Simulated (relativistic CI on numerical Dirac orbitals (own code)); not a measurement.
**Zeeman pattern of Ge I 2709.62 Å at 0.5 T**

Problem. The line 4s²4p² ³P1 – 4s²4p5s ³P°0 of Ge I lies at 2709.62 Å (air; NIST Handbook). Calculate its Zeeman pattern at B = 0.5 T, seen across the field, in LS coupling, and compare it with the Doppler width at an assumed gas temperature of 3000 K.

Working.
1. Landé factors g = 3/2 + [S(S + 1) − L(L + 1)]/[2J(J + 1)]: lower 1.5000, upper none (J = 0).
2. The unit is μB B/hc = 0.46686 × 0.5 = 0.2334 cm⁻¹, or 17.1 mÅ at this wavelength. A component is shifted by g_u m_u − g_l m_l units. Seen across the field, the strengths for lower J and m are J² − m² (π) and ¼(J − m)(J − m − 1) (σ).
3. π components (Δm = 0), symmetric about zero, as shift (strength, strongest of all = 100): 0.000 (100).
4. σ components with Δm = +1, mirrored for −1: 1.500 (50).
5. The centre of the σ group lies at ḡ = 1.500 units, 25.7 mÅ from the line centre.
6. The Doppler width is 7.16 × 10⁻⁷ λ √(T/M) = 12.4 mÅ (FWHM, M = 74), so the sum of Gaussians shows separate peaks away from the centre.

Check. A relativistic CI calculation gives g = 1.5011 and none (J = 0) for the two levels. The nearest fine-structure partner lies 251 cm⁻¹ away, 1074 Zeeman units, so the weak-field formulas hold; hyperfine structure, which matters at weak fields for isotopes with nuclear spin, is neglected.
